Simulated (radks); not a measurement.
The numbers below are computed, except where a source is named.
Species: Ce2+. Configuration: [Kr] 4d10 4f2 5s1.5 5p6 5f0.5 (fractional occupations, a model configuration). Code: a radial shooting solver on a logarithmic mesh with Libxc functionals. Model: Dirac Kohn-Sham, LDA (Slater exchange, Perdew-Wang correlation), spin-unpolarised, spherical densities, finite nucleus; open shells fill j = l - 1/2 first; Fermi nuclear charge, rms radius 4.8771 fm.

Unscreened Slater integrals over Kohn-Sham orbitals (cm^-1). Large and small components are both included. Empty in this configuration: 4f7/2.

| integral | value |
|---|---|
| F0(5f5/2,5f5/2) | 30988 |
| F2(5f5/2,5f5/2) | 16763 |
| F4(5f5/2,5f5/2) | 11181 |
| F0(5f5/2,4f5/2) | 40853 |
| F2(5f5/2,4f5/2) | 4398.5 |
| F4(5f5/2,4f5/2) | 1730.4 |
| G0(5f5/2,4f5/2) | 2028.4 |
| G2(5f5/2,4f5/2) | 1790.7 |
| G4(5f5/2,4f5/2) | 1239.3 |
| F0(5f5/2,5p3/2) | 39627 |
| F2(5f5/2,5p3/2) | 6326.3 |
| G2(5f5/2,5p3/2) | 966.51 |
| G4(5f5/2,5p3/2) | 766.55 |
| F0(5f5/2,5p1/2) | 39730 |
| G2(5f5/2,5p1/2) | 788.78 |
| F0(5f5/2,4f7/2) | 40828 |
| F2(5f5/2,4f7/2) | 4443.4 |
| F4(5f5/2,4f7/2) | 1747.1 |
| G2(5f5/2,4f7/2) | 1791.6 |
| G4(5f5/2,4f7/2) | 1242.3 |
| G6(5f5/2,4f7/2) | 921.89 |
| F0(4f5/2,4f5/2) | 178370 |
| F2(4f5/2,4f5/2) | 81233 |
| F4(4f5/2,4f5/2) | 50274 |
| F0(4f5/2,5p3/2) | 127620 |
| F2(4f5/2,5p3/2) | 48791 |
| G2(4f5/2,5p3/2) | 30071 |
| G4(4f5/2,5p3/2) | 22384 |
| F0(4f5/2,5p1/2) | 132070 |
| G2(4f5/2,5p1/2) | 33070 |
| F0(4f5/2,4f7/2) | 177400 |
| F2(4f5/2,4f7/2) | 80742 |
| F4(4f5/2,4f7/2) | 49960 |
| G2(4f5/2,4f7/2) | 80637 |
| G4(4f5/2,4f7/2) | 49898 |
| G6(4f5/2,4f7/2) | 35703 |
| F0(5p3/2,5p3/2) | 110400 |
| F2(5p3/2,5p3/2) | 59616 |
| F0(5p3/2,5p1/2) | 112830 |
| G2(5p3/2,5p1/2) | 60516 |
| F0(5p3/2,4f7/2) | 127270 |
| F2(5p3/2,4f7/2) | 48957 |
| G2(5p3/2,4f7/2) | 30447 |
| G4(5p3/2,4f7/2) | 22618 |
| F0(5p1/2,5p1/2) | 115500 |
| F0(5p1/2,4f7/2) | 131690 |
| G4(5p1/2,4f7/2) | 24658 |
| F0(4f7/2,4f7/2) | 176440 |
| F2(4f7/2,4f7/2) | 80262 |
| F4(4f7/2,4f7/2) | 49655 |
| F6(4f7/2,4f7/2) | 35525 |
